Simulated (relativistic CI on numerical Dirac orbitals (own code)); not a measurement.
**Electric-dipole transitions in V¹⁵⁺**

Calculated at this level of theory: Dirac-Coulomb-Breit CI, separate exchange-only KLI orbitals for each configuration, model QED, unscaled Slater integrals (own radial code, finite nucleus).

Configurations in the expansion (outside the closed core 1s2): 2s2.2p4, 2s.2p5, 2p6, 2p5.3s, 2p5.3p, 2s2.2p3.3s, 2p5.3d, 2s2.2p3.3p, 2s2.2p3.3d, 2s.2p4.3s, 2s.2p4.3p, 2s.2p4.3d, 2s2.2p3.4s, 2s2.2p3.4p, 2s2.2p3.4d, 2s2.2p3.4f. Levels of other configurations are missing.

| λ vac (Å) | Lower | Upper | A (s⁻¹) | log gf | S velocity/length |
| --- | --- | --- | --- | --- | --- |
| 18.110 | 2s2.2p4 3P_2 [1] | 2s2.2p3.3d 1F°_3 [76] | 2.46e+12 | -0.07 | 0.99 |
| 18.117 | 2s2.2p4 3P_1 [2] | 2s2.2p3.3d 3D°_1 [86] | 6.61e+12 | -0.01 | 0.97 |
| 18.146 | 2s2.2p4 3P_1 [2] | 2s2.2p3.3d 3D°_2 [84] | 3.56e+12 | -0.06 | 0.98 |
| 18.184 | 2s2.2p4 3P_2 [1] | 2s2.2p3.3d 3S°_1 [74] | 9.40e+12 | 0.15 | 0.93 |
| 18.243 | 2s2.2p4 3P_2 [1] | 2s2.2p3.3d 3P°_2 [69] | 8.03e+12 | 0.30 | 0.96 |
| 18.258 | 2s2.2p4 3P_2 [1] | 2s2.2p3.3d 3D°_3 [68] | 9.92e+12 | 0.54 | 0.98 |
| 18.265 | 2s2.2p4 1D_2 [4] | 2s2.2p3.3d 1F°_3 [89] | 1.56e+13 | 0.74 | 0.99 |
| 18.272 | 2s2.2p4 1D_2 [4] | 2s2.2p3.3d 1D°_2 [88] | 7.73e+12 | 0.29 | 0.95 |
| 18.322 | 2s.2p5 3P°_2 [6] | 2s.2p4.3d 3P_2 [178] | 7.32e+12 | 0.27 | 0.93 |
| 18.327 | 2s.2p5 3P°_2 [6] | 2s.2p4.3d 3D_3 [177] | 7.31e+12 | 0.41 | 0.99 |
| 18.390 | 2s2.2p4 3P_1 [2] | 2s2.2p3.3d 3P°_1 [72] | 4.68e+12 | -0.15 | 0.95 |
| 18.393 | 2s.2p5 3P°_2 [6] | 2s.2p4.3d 3S_1 [169] | 7.07e+12 | 0.03 | 0.93 |
| 18.442 | 2s.2p5 1P°_1 [9] | 2s.2p4.3d 1D_2 [200] | 1.84e+13 | 0.67 | 0.98 |
| 18.447 | 2s.2p5 3P°_1 [7] | 2s.2p4.3d 3P_2 [178] | 5.11e+12 | 0.11 | 0.95 |
| 18.462 | 2s2.2p4 3P_1 [2] | 2s2.2p3.3d 3D°_2 [66] | 5.70e+12 | 0.16 | 0.96 |
| 18.489 | 2s2.2p4 1S_0 [5] | 2s2.2p3.3d 1P°_1 [92] | 1.41e+13 | 0.34 | 0.96 |
| 18.492 | 2s.2p5 1P°_1 [9] | 2s.2p4.3d 1P_1 [199] | 1.13e+13 | 0.24 | 0.94 |
| 18.524 | 2s2.2p4 1D_2 [4] | 2s2.2p3.3d 1F°_3 [76] | 4.18e+12 | 0.18 | 1.00 |
| 18.683 | 2s2.2p4 3P_2 [1] | 2s2.2p3.3d 3D°_3 [54] | 2.90e+12 | 0.03 | 0.98 |
| 18.938 | 2s.2p5 3P°_2 [6] | 2s.2p4.3d 3D_3 [150] | 6.80e+12 | 0.41 | 0.99 |

Terms are leading LS components. Brackets give the number of a level in order of energy, since labels repeat. The list gives strong lines, with weight on those to low levels, among the lowest 200 of 342 levels, so that lines to higher ones, which can be the strongest, are missing. Levels whose partners in the same complex of configurations lie outside the list can be far off, and so can their lines. Rates are taken at the computed energies, electric ones in the length gauge. A velocity-to-length ratio far from 1 marks an uncertain rate.

At this charge energies of transitions that change n are usually good to better than 1 %, and those within a shell (Δn = 0) to a few per cent.

LS names give the leading component of a level, which can be under half, so a name can repeat, a term be missing and a line seem to break the LS rules.
